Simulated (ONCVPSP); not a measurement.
## Before and after: ONCV potential for carbon (C)

C (Z = 6), optimised norm-conserving Vanderbilt (ONCV), made with ONCVPSP 4.0.1 (PBEsol, scalar-relativistic). Core [He], reference 2s2 2p1 (charge +1). Waves: 2s: rc 1.15 bohr, ncon 4, nbas 9, qcut 7.3 1/bohr, 2 projectors, debl 2.1 Ha; 2p: rc 1.45 bohr, ncon 3, nbas 7, qcut 6 1/bohr, 2 projectors, debl 2.3 Ha; d scattering state at 0.18 Ha: rc 1.15 bohr, ncon 5, nbas 9, qcut 9.1 1/bohr, local. Local part: the d channel. Core correction: Teter function, fcfact 3.25, rcfact 1.5.

Change: core correction Teter function, fcfact 6.1, rcfact 1.5.

Cutoffs: the cutoffs (Ha) at which the residual kinetic energy of the hardest occupied pseudo-wave falls to 1 and 0.1 mHa per electron; they do not see the model core or the augmentation charge, which bear on the density cutoff. Errors are all-electron minus pseudo energies relative to the spin-unpolarised reference configuration.

**Question.** Predict the effect on cutoff, ghosts and configuration errors.

**Answer.** The potential gets neither clearly harder nor softer (20 Ha and 70 Ha → 20 Ha and 70 Ha); the errors of the 4 common tests hardly move; neither file shows a bound ghost. A model core, the more so a compact one, raises the density cutoff, which this test does not measure.

```tsv
quantity	base	changed
cutoff, loose	20 Ha	20 Ha
cutoff, tight	70 Ha	70 Ha
bound ghosts	none	none
GHOST(+) flags under 300 eV	none	none
error for 2s2 2p2, meV [ΔE -10.79 eV]	+17	+17
error for 2s2 2p0, meV [ΔE 24.02 eV]	+63	+59
error for 2s1 2p0, meV [ΔE 71.98 eV]	+197	+190
error for 2s2 2p1.5, meV [ΔE -6.86 eV]	+6.8	+6.7
s: phases at 1.16 bohr within 0.05 rad from the reference energy up to (Ha; the scan ends near 5)	to the end of the scan	to the end of the scan
p: phases at 1.47 bohr within 0.05 rad from the reference energy up to (Ha; the scan ends near 5)	to the end of the scan	to the end of the scan
d: phases at 1.16 bohr within 0.05 rad from the reference energy up to (Ha; the scan ends near 5)	to the end of the scan	to the end of the scan
rms error of d²Exc/dni dnj with the model core, mHa	1.37	1.06
```
